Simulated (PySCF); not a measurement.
Zn(Me) (CH3Zn), SMILES [CH3][Zn+], charge +1. Atoms are numbered in the order given.

```xyz
5

Zn     0.0000     0.0000    -0.4737
C      0.0000     0.0000     1.4898
H     -0.9136     0.5275     1.7577
H      0.9136     0.5275     1.7577
H      0.0000    -1.0549     1.7577
```
Charge +1, spin multiplicity 1.

Coordinates come from a r2SCAN-D4/def2-TZVP optimisation. The spin state was assumed, not searched. The isomer is the one that the SMILES or the coordinates give; other isomers of the formula were not compared.

The numbers are results of r2SCAN/def2-TZVPD (PySCF), not measurements.

Symmetry labels are those of the subgroup Cs that the program uses (full group C3v).

Computed valence orbital energies around the gap with their symmetry:
| orbital | symmetry | energy (eV) |
|---|---|---|
| HOMO−7 | A' | -19.28 |
| HOMO−6 | A" | -19.28 |
| HOMO−5 | A' | -19.26 |
| HOMO−4 | A' | -19.15 |
| HOMO−3 | A" | -19.15 |
| HOMO−2 | A' | -16.22 |
| HOMO−1 | A" | -16.22 |
| HOMO | A' | -14.03 |
| LUMO | A' | -9.98 |
| LUMO+1 | A" | -6.39 |
| LUMO+2 | A' | -6.39 |
| LUMO+3 | A' | -3.69 |
